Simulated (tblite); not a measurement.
Species: C6H11P.
Atom-mapped SMILES: `[CH3:1][C:2]1=[CH:3][P:4]1[CH:5]([CH3:6])[CH3:7]` (hydrogens: H8, H9, H10 on C1; H11 on C3; H12 on C5; H13, H14, H15 on C6; H16, H17, H18 on C7)

Cartesian coordinates in Å at the GFN2-xTB level; atoms count from 1:
```xyz
18
C6H11P angstrom
C      2.6597    0.2801    0.2154
C      1.5056   -0.6262    0.2949
C      0.8032   -1.4377    1.0450
P      0.1814   -1.4579   -0.6827
C     -1.2379   -0.1875   -0.5990
C     -0.7335    1.2494   -0.6386
C     -2.1122   -0.4371    0.6239
H      3.4390   -0.1798   -0.3927
H      3.0570    0.4796    1.2108
H      2.3829    1.2216   -0.2571
H      0.6965   -1.8558    2.0210
H     -1.8324   -0.3755   -1.5022
H     -0.1114    1.4140   -1.5171
H     -1.5712    1.9450   -0.6747
H     -0.1481    1.4686    0.2533
H     -2.4742   -1.4639    0.6338
H     -2.9708    0.2331    0.6242
H     -1.5423   -0.2637    1.5360
```

Computed with GFN2-xTB (tblite): harmonic, unscaled wavenumbers at the GFN2-xTB geometry, gas phase. The method is semi-empirical: single wavenumbers can be off by several per cent or more. One conformer, not necessarily the lowest.

Harmonic wavenumbers (cm⁻¹): 31.2, 73.1, 133.0, 198.9, 220.2, 239.3, 259.7, 286.6, 329.9, 377.2, 455.8, 587.4, 603.4, 673.7, 728.4, 889.2, 926.9, 938.6, 978.6, 984.8, 1011.1, 1040.5, 1080.3, 1132.9, 1170.6, 1252.9, 1303.1, 1384.7, 1400.9, 1413.2, 1455.6, 1464.9, 1492.3, 1498.1, 1502.9, 1507.4, 1786.3, 2906.1, 2997.9, 2999.7, 3000.9, 3004.8, 3009.8, 3016.4, 3016.8, 3019.0, 3021.6, 3154.6.

A = 3177, B = 1664, C = 1413 MHz; mass 114.060 u (most abundant isotopes); point group C1, symmetry number 1.

**Question.** Zero-point energy?

**Answer.** Half the sum of the wavenumbers: 32981 cm⁻¹ = 94.30 kcal/mol.

**Question.** Give the ideal-gas entropy at 200 K and 1 bar in the rigid-rotor, harmonic-oscillator model (classical rotation).

**Answer.** Translation 38.15, rotation 26.97, vibration 18.24: S = 83.4 cal/(mol K).

**Question.** And Cp and H(200 K) − H(0)?

**Answer.** Cp = 27.30 cal/(mol K), of which vibrations give 19.35 (their classical limit is 48 R = 95.4); H(200 K) − H(0) = 3.55 kcal/mol without the zero-point energy, 1.96 from vibrations.

**Question.** Which modes carry the vibrational entropy at 200 K?

**Answer.** 31.2 cm⁻¹: 4.96; 73.1 cm⁻¹: 3.29; 133.0 cm⁻¹: 2.15; 198.9 cm⁻¹: 1.44; 220.2 cm⁻¹: 1.27; 239.3 cm⁻¹: 1.14 cal/(mol K); the other 42 give 4.00 together.

**Question.** How do the functions run with temperature in this model?

**Answer.** 
| T (K) | S (cal/(mol K)) | Cp (cal/(mol K)) | H − H(0) (kcal/mol) | G − H(0) (kcal/mol) | ln q(vib) |
| --- | --- | --- | --- | --- | --- |
| 150 | 76.1 | 23.0 | 2.29 | -9.13 | 3.01 |
| 250 | 89.9 | 31.6 | 5.02 | -17.45 | 5.47 |
| 298.15 | 95.8 | 35.8 | 6.64 | -21.93 | 6.64 |
| 400 | 107.6 | 44.4 | 10.73 | -32.29 | 9.08 |
| 600 | 128.3 | 58.3 | 21.08 | -55.92 | 13.74 |
| 900 | 154.9 | 72.4 | 40.85 | -98.53 | 20.31 |

q(vib) and H(0) count from the zero-point level.

**Question.** Blend soft modes into free rotors: weight 1/[1 + (100 cm⁻¹/ν̃)⁴] for the oscillator and the rest for a rotor with moment μB/(μ + B), μ = h/(8π²ν), B = 10⁻⁴⁴ kg m². What vibrational entropy results?

**Answer.** 16.59 cal/(mol K) in place of 18.24, which changes −T·S at 200 K by +0.33 kcal/mol.

Hindered rotation and anharmonicity are outside this model. Other conformers, if any are populated, would add a mixing term that is left out. The structure is chiral; the term R ln 2 for an equal mix with its mirror image is left out.
